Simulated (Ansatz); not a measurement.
Ansatz results at the PBE0-D4/def2-TZVP geometry: zero-point energy (PBE0-D4/def2-TZVP) 152.7 kJ/mol; size of the dipole moment (B3LYP/def2-TZVPP) 0.73 D; HOMO energy (PBE0/def2-TZVPP) -7.68 eV.

Which molecule gave them?
A. `O[C](F)(F)[AlH2]`
B. `ClC1(Cl)CC1`
C. `[SiH3]/C=C/Cl`
D. `C=C[O][InH2]`

C. The others give `ClC1(Cl)CC1`: 165.7, 2.09, -7.87; `C=C[O][InH2]`: 152.0, 2.18, -6.27; `O[C](F)(F)[AlH2]`: 101.1, 0.82, -8.47.

B3LYP here is the variant with VWN-RPA as its local correlation; programs differ in this.
